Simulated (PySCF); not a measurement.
Input of an EPR job (settings, then geometry in Å):

```
{"job": {"kind": "epr", "basis": "pcH-1"}, "charge": 1, "multiplicity": 2}
C     -0.800716    -2.208220    -0.033261
Si    -0.072982    -0.681108     0.794921
N      1.002804     0.264377    -0.170968
Si     2.096849     1.624744     0.192558
C     -1.638862     0.635033     0.684911
F     -2.011885     0.792644    -0.575785
F     -2.653834     0.174012     1.390113
F     -1.254929     1.806345     1.171773
H     -1.190915    -1.987757    -1.028876
H     -1.621198    -2.617298     0.556229
H     -0.049499    -2.989024    -0.133335
H      0.331352    -0.587219     2.186875
H      0.955672     0.069554    -1.165058
H      3.239016     1.341002    -0.683974
H      2.313964     1.575806     1.631091
H      1.347566     2.796053    -0.293659
```

Theory: UKS B3LYP, pcH-1 on C F H N Si, non-relativistic, mean-field spin-orbit, GIAO in PySCF 2.14.0. One conformer (not necessarily the lowest) at the GFN2-xTB geometry, without solvent, vibrations or thermal averaging. Couplings are sensitive to structure, and on GFN2-xTB geometries they can be far from those on DFT ones, by a factor of two or more for some ions and for spin on atoms past the first row.

Output of the driver script. Atoms in this output count from 0.

```
UKS, coarse grid
  cycle   1  E = -1013.85983107  |g| = 7.42e-01
  cycle   2  E = -1013.46460000  |g| = 1.31e+00
  cycle   3  E = -1014.05399865  |g| = 1.46e-01
  cycle   4  E = -1014.05408394  |g| = 1.61e-01
  cycle   5  E = -1014.06606933  |g| = 2.62e-02
  cycle   6  E = -1014.06634375  |g| = 1.27e-02
  cycle   7  E = -1014.06642494  |g| = 5.32e-03
  cycle   8  E = -1014.06644250  |g| = 1.84e-03
  cycle   9  E = -1014.06644517  |g| = 6.91e-04
UKS, final grid
  cycle   1  E = -1014.06655000  |g| = 1.25e-03
  cycle   2  E = -1014.06654667  |g| = 2.98e-03
  cycle   3  E = -1014.06655072  |g| = 2.39e-04
  cycle   4  E = -1014.06655074  |g| = 1.01e-04
  cycle   5  E = -1014.06655075  |g| = 5.35e-05
  cycle   6  E = -1014.06655075  |g| = 7.68e-06
E = -1014.06655075 Eh   <S^2> = 0.7578 (exact 0.7500)
g shifts (ppm)      1          2          3
  rmc          -241       -241       -241
  gc              6         92        105
  oz_so          65       4124       6616
  total        -170       3975       6479
hyperfine (MHz)  atom isotope    a_iso     a_fc   dipolar eigenvalues
    0   13C       9.20       9.19     -3.80     -3.52      7.32
    1  29Si      62.44      62.61     -4.11      1.91      2.21
    2   14N      21.59      21.50    -26.64    -26.43     53.06
    3  29Si      37.28      37.37     -2.60      0.62      1.99
    4   13C     221.99     221.95    -23.15    -22.63     45.78
    5   19F      32.36      30.96    -80.71    -77.14    157.85
    6   19F      97.33      95.33   -137.62   -134.22    271.85
    7   19F      44.05      42.62    -85.51    -81.74    167.25
    8    1H      -3.55      -3.55     -2.26     -0.97      3.24
    9    1H      -1.52      -1.52     -2.67     -0.27      2.95
   10    1H       8.06       8.06     -2.56      0.08      2.48
   11    1H      42.12      42.12     -2.49     -1.47      3.96
   12    1H     -36.63     -36.71    -31.04     -6.66     37.70
   13    1H      89.31      89.31     -2.98     -1.08      4.06
   14    1H       1.12       1.12     -2.32     -1.61      3.94
   15    1H     131.44     131.44     -3.18     -0.39      3.57
```

|g| in the SCF lines is the orbital gradient. In the g block, columns 1 to 3 are the principal axes in rising order; rmc is the relativistic mass correction, gc the gauge correction and oz_so the orbital-Zeeman/spin–orbit term. a_fc is the Fermi-contact part of a_iso, the rest being spin–orbit.

(1) Is the state sound, as far as the log shows?

(2) What are the principal g values and g_iso?

(3) Which couplings shape the isotropic spectrum at natural abundance (0.05 mT or more)? Keep the log's numbering.

(4) How large is the spin–orbit part of a_iso for atom 7 (19F)?

Answers

(1) The SCF converged after 15 cycles in all, 9 of them on the coarse grid; no stability test was run. The unrestricted determinant has ⟨S²⟩ = 0.7578 (exact 0.7500), so spin contamination is small.

(2) Adding the total shifts to 2.002319 gives 2.00215, 2.00629, 2.00880; their mean shift is 3428 ppm, so g_iso = 2.00575.

(3) atoms 13, 14, 15 (1H, I = 1/2): mean 74.0 MHz = 2.63 mT in magnitude, a 1:3:3:1 quartet; atoms 5, 6, 7 (19F, I = 1/2): mean 57.9 MHz = 2.06 mT in magnitude, a 1:3:3:1 quartet; atom 11 (1H, I = 1/2): 42.1 MHz = 1.50 mT in magnitude, a 1:1 doublet; atom 12 (1H, I = 1/2): -36.6 MHz = 1.30 mT in magnitude, a 1:1 doublet; atom 2 (14N, I = 1): 21.6 MHz = 0.77 mT in magnitude, a 1:1:1 triplet. Together 192 lines to first order. Nuclei that the bonding pattern makes equivalent are averaged, as if the motion that swaps them (rotation, inversion, ring flip) were fast. The three 1H nuclei of mean +74.0 MHz run from 1.1 to 131.4 MHz in the frozen geometry. The three 19F nuclei of mean +57.9 MHz run from 32.4 to 97.3 MHz in the frozen geometry.

(4) a_iso − a_fc = 44.05 − (42.62) = +1.43 MHz.

The species is `[NH+]([SiH3])[Si@H](C)C(F)(F)F` [radical] (charge +1). The run used 300 basis functions and 12 iterations of the response equations. N3, the radical centre as drawn in `C[Si@@H]([NH+][SiH3])C(F)(F)F`, holds a spin population of +0.58 out of 1.

On one thread, Arm Neoverse V1 (aarch64), on a shared host, this took 2.0 min (grids of density and orbitals included) and 1.1 GiB of memory at its peak.

Conformer computed: `[CH3:1][Si@@H:2]([NH+:3][SiH3:4])[C:5]([F:6])([F:7])[F:8]`: C1–Si2–N3–Si4 -170°, C1–Si2–C5–F6 -57°.
Labels such as C1 count atoms from 1, the log's own numbers from 0.
